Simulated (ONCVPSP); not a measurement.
Reading a pseudo-wave (P (Z = 15))

Columns: radius, all-electron u(r) and pseudo u(r) of the 3p shell (level -5.56 eV) of phosphorus in the configuration [Ne] 3s2 3p3; PW91, non-relativistic, ONCV scheme, ONCVPSP 4.0.1.

```json
{"r (bohr)": "0.093", "all-electron": "-0.1187", "pseudo": "0.0050"}
{"r (bohr)": "0.185", "all-electron": "-0.2490", "pseudo": "0.0196"}
{"r (bohr)": "0.278", "all-electron": "-0.2975", "pseudo": "0.0438"}
{"r (bohr)": "0.370", "all-electron": "-0.2722", "pseudo": "0.0763"}
{"r (bohr)": "0.463", "all-electron": "-0.1985", "pseudo": "0.1169"}
{"r (bohr)": "0.555", "all-electron": "-0.1004", "pseudo": "0.1631"}
{"r (bohr)": "0.648", "all-electron": "0.0086", "pseudo": "0.2145"}
{"r (bohr)": "0.740", "all-electron": "0.1161", "pseudo": "0.2682"}
{"r (bohr)": "0.833", "all-electron": "0.2186", "pseudo": "0.3235"}
{"r (bohr)": "0.925", "all-electron": "0.3104", "pseudo": "0.3778"}
{"r (bohr)": "1.018", "all-electron": "0.3922", "pseudo": "0.4307"}
{"r (bohr)": "1.110", "all-electron": "0.4619", "pseudo": "0.4801"}
{"r (bohr)": "1.203", "all-electron": "0.5213", "pseudo": "0.5261"}
{"r (bohr)": "1.295", "all-electron": "0.5695", "pseudo": "0.5670"}
{"r (bohr)": "1.388", "all-electron": "0.6082", "pseudo": "0.6029"}
{"r (bohr)": "1.480", "all-electron": "0.6372", "pseudo": "0.6322"}
{"r (bohr)": "1.573", "all-electron": "0.6582", "pseudo": "0.6550"}
{"r (bohr)": "1.665", "all-electron": "0.6717", "pseudo": "0.6703"}
{"r (bohr)": "1.758", "all-electron": "0.6788", "pseudo": "0.6785"}
{"r (bohr)": "1.850", "all-electron": "0.6804", "pseudo": "0.6803"}
{"r (bohr)": "1.943", "all-electron": "0.6772", "pseudo": "0.6772"}
{"r (bohr)": "2.035", "all-electron": "0.6702", "pseudo": "0.6702"}
{"r (bohr)": "2.128", "all-electron": "0.6598", "pseudo": "0.6598"}
{"r (bohr)": "2.220", "all-electron": "0.6470", "pseudo": "0.6470"}
{"r (bohr)": "2.313", "all-electron": "0.6318", "pseudo": "0.6318"}
{"r (bohr)": "2.405", "all-electron": "0.6151", "pseudo": "0.6151"}
```

(1) How many radial nodes do the two functions have?

(2) At about which radius was the pseudo-wave matched?

(3) Is the pseudo-wave norm-conserving?

Results:

(1) The all-electron 3p function has n − l − 1 = 1; the pseudo-wave has 0, since the states of the same l below it are removed with the core.

(2) 1.85 bohr, where the columns begin to agree (steps of 0.09 bohr).

(3) Yes: the ONCV scheme keeps the norm inside the radius equal to the all-electron one, which fixes the energy derivative of the logarithmic derivative at the level.
